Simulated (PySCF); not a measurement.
C2H6Cd, singlet, geometry from GFN2-xTB (such geometries of metal compounds can be far from the true shape) (core potentials on Cd); DF-PBE/def2-SV(P) in PySCF.

The PySCF input:
```python
from pyscf import gto, scf, dft

mol = gto.Mole()
mol.atom = '''
    Cd   -0.032638    0.089449    0.633874
    H    -0.706951    1.560209    1.258490
    C     0.388368   -0.893316   -1.277094
    C    -0.105814    0.177296   -2.257635
    H    -0.162988   -1.818703   -1.459148
    H     1.441311   -1.099190   -1.481835
    H     0.452774    1.115105   -2.133059
    H    -1.173438    0.388823   -2.106642
    H     0.020607   -0.143690   -3.295371
'''
mol.basis = 'def2-sv(p)'
mol.ecp = {'Cd': 'def2-sv(p)'}
mol.charge = 0
mol.spin = 0
mol.verbose = 4
mol.max_memory = 1800
mol.build()

mf = dft.RKS(mol)
mf.xc = 'pbe'
mf = mf.density_fit(auxbasis='def2-universal-jkfit')
mf.kernel()
```

Task: Write the output that PySCF gives for this input, abridged.

Result: 
```
PySCF version 2.14.0

[INPUT] verbose = 4
[INPUT] num. atoms = 9
[INPUT] num. electrons = 38
[INPUT] charge = 0
[INPUT] spin (= nelec alpha-beta = 2S) = 0
[INPUT] symmetry False subgroup None
[INPUT] Mole.unit = angstrom
[INPUT] Symbol           X                Y                Z      unit          X                Y                Z       unit  Magmom
[INPUT]  1 Cd    -0.032638000000   0.089449000000   0.633874000000 AA   -0.061676881254   0.169034112116   1.197848257483 Bohr   0.0
[INPUT]  2 H     -0.706951000000   1.560209000000   1.258490000000 AA   -1.335943773487   2.948367707082   2.378201430504 Bohr   0.0
[INPUT]  3 C      0.388368000000  -0.893316000000  -1.277094000000 AA    0.733909155545  -1.688122582692  -2.413357895325 Bohr   0.0
[INPUT]  4 C     -0.105814000000   0.177296000000  -2.257635000000 AA   -0.199959480145   0.335040882981  -4.266311839232 Bohr   0.0
[INPUT]  5 H     -0.162988000000  -1.818703000000  -1.459148000000 AA   -0.308002681591  -3.436850571925  -2.757390095207 Bohr   0.0
[INPUT]  6 H      1.441311000000  -1.099190000000  -1.481835000000 AA    2.723683050323  -2.077168058861  -2.800262311795 Bohr   0.0
[INPUT]  7 H      0.452774000000   1.115105000000  -2.133059000000 AA    0.855618856324   2.107243050133  -4.030897317539 Bohr   0.0
[INPUT]  8 H     -1.173438000000   0.388823000000  -2.106642000000 AA   -2.217476444157   0.734768980932  -3.980976422506 Bohr   0.0
[INPUT]  9 H      0.020607000000  -0.143690000000  -3.295371000000 AA    0.038941586249  -0.271534746839  -6.227348668834 Bohr   0.0

nuclear repulsion = 113.233223163919
number of shells = 34
number of NR pGTOs = 122
number of NR cGTOs = 64
basis = def2-sv(p)
ecp = {'Cd': 'def2-sv(p)'}

******** <class 'pyscf.df.df_jk.DFRKS'> ********
method = DFRKS
initial guess = minao
damping factor = 0
level_shift factor = 0
DIIS = <class 'pyscf.scf.diis.CDIIS'>
diis_start_cycle = 1
diis_space = 8
diis_damp = 0
SCF conv_tol = 1e-09
SCF conv_tol_grad = None
SCF max_cycles = 50
direct_scf = False
XC library pyscf.dft.libxc version 7.1.2
    S. Lehtola, C. Steigemann, M. J. T. Oliveira, and M. A. L. Marques,  SoftwareX 7, 1–5 (2018)
XC functionals = pbe
    J. P. Perdew, K. Burke, and M. Ernzerhof,  Phys. Rev. Lett. 77, 3865 (1996)
    J. P. Perdew, K. Burke, and M. Ernzerhof,  Phys. Rev. Lett. 78, 1396 (1997)
    J. P. Perdew, K. Burke, and M. Ernzerhof,  Phys. Rev. Lett. 77, 3865 (1996)
    J. P. Perdew, K. Burke, and M. Ernzerhof,  Phys. Rev. Lett. 78, 1396 (1997)
radial grids:
    Treutler-Ahlrichs [JCP 102, 346 (1995); DOI:10.1063/1.469408] (M4) radial grids

becke partition: Becke, JCP 88, 2547 (1988); DOI:10.1063/1.454033
pruning grids: <function nwchem_prune>
grids dens level: 3
symmetrized grids: False
atomic radii adjust function: <function treutler_atomic_radii_adjust>
small_rho_cutoff = 0
Set gradient conv threshold to 3.16228e-05
Initial guess from minao.
tot grids = 109480
init E= -233.317117564602
  HOMO = -0.664938744546725  LUMO = -0.591856497078771  gap/eV = 1.98867
cycle= 1 E= -246.032894856975  delta_E= -12.7  |g|= 2.07  |ddm|= 5.17
  HOMO = 0.105820606683096  LUMO = 0.124389331297137  gap/eV = 0.50528
cycle= 2 E= -214.481884751419  delta_E= 31.6  |g|= 6.53  |ddm|= 44.8
  HOMO = -0.247502864398608  LUMO = -0.166008907417419  gap/eV = 2.21756
cycle= 3 E= -246.851273878531  delta_E= -32.4  |g|= 1.14  |ddm|= 44.6
  HOMO = -0.274197138972454  LUMO = -0.112304543779794  gap/eV = 4.40532
cycle= 4 E= -246.818064219546  delta_E= 0.0332  |g|= 1.26  |ddm|= 2.51
  HOMO = -0.207129265481374  LUMO = -0.067602352452365  gap/eV = 3.79672
cycle= 5 E= -247.296883445448  delta_E= -0.479  |g|= 0.212  |ddm|= 1.59
  HOMO = -0.206639589133035  LUMO = -0.0719405542112384  gap/eV = 3.66535
cycle= 6 E= -247.298672374881  delta_E= -0.00179  |g|= 0.194  |ddm|= 0.406
  HOMO = -0.20119707333056  LUMO = -0.0709429561369177  gap/eV = 3.54440
cycle= 7 E= -247.30854931136  delta_E= -0.00988  |g|= 0.0275  |ddm|= 0.22
  HOMO = -0.202455742640497  LUMO = -0.0687448033741234  gap/eV = 3.63846
cycle= 8 E= -247.308891693589  delta_E= -0.000342  |g|= 0.00458  |ddm|= 0.0578
  HOMO = -0.201987693851665  LUMO = -0.0686378048105922  gap/eV = 3.62864
cycle= 9 E= -247.30889875592  delta_E= -7.06e-06  |g|= 0.00197  |ddm|= 0.0118
  HOMO = -0.20201688063228  LUMO = -0.0685860271777301  gap/eV = 3.63084
cycle= 10 E= -247.308900593906  delta_E= -1.84e-06  |g|= 0.00036  |ddm|= 0.00467
  HOMO = -0.201990586935933  LUMO = -0.0685527879456842  gap/eV = 3.63103
cycle= 11 E= -247.308900672664  delta_E= -7.88e-08  |g|= 6.85e-05  |ddm|= 0.00105
  HOMO = -0.201993047235323  LUMO = -0.0685575826222706  gap/eV = 3.63096
cycle= 12 E= -247.308900675269  delta_E= -2.6e-09  |g|= 6.89e-06  |ddm|= 0.000164
  HOMO = -0.201992286982824  LUMO = -0.0685571395649607  gap/eV = 3.63096
cycle= 13 E= -247.308900675284  delta_E= -1.53e-11  |g|= 1.21e-06  |ddm|= 1.2e-05
  HOMO = -0.201992635746555  LUMO = -0.0685574276911698  gap/eV = 3.63096
Extra cycle  E= -247.308900675282  delta_E= 2.1e-12  |g|= 1.62e-06  |ddm|= 3.67e-06
converged SCF energy = -247.308900675282
```
